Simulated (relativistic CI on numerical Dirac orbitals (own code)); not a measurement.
Method of calculation: Dirac-Coulomb-Breit CI, orbitals from a KLI potential per configuration, QED by a radiative potential, unscaled Slater integrals (own radial code, finite nucleus).

The strongest absorption lines from the ground level of an ion, among the configurations computed and to levels below about 6040 eV (vacuum wavelength in Å, gf): 2.4006 (0.023), 2.4037 (0.37), 2.4495 (0.33), 2.4572 (1.2), 2.5658 (0.045), 22.685 (0.16).

Question: Which ion is it?
A. La⁵¹⁺
B. Rh³⁹⁺
C. I⁴⁵⁺
D. I⁴⁷⁺

Answer: D. I⁴⁷⁺ has 6 electrons and the ground level 2s²2p² ³P0; the strongest line goes to 2s²2p3d ³D°1. The pattern of lines fixes the number of electrons, and along that sequence the line energies rise steadily with the charge (about as its square where n changes within one kind of shell, about linearly where n is kept but much faster in heavy ions where fine structure, which grows about as Z⁴, sets the gap, and irregularly where shells cross), which fixes Z. Configurations outside the model, such as inner-shell arrays, can give stronger lines. At this charge energies of transitions that change n are usually good to better than 1 %, and those within a shell (Δn = 0) to a few per cent.

LS names give the leading component of a level, which can be under half, so a name can repeat, a term be missing and a line seem to break the LS rules.
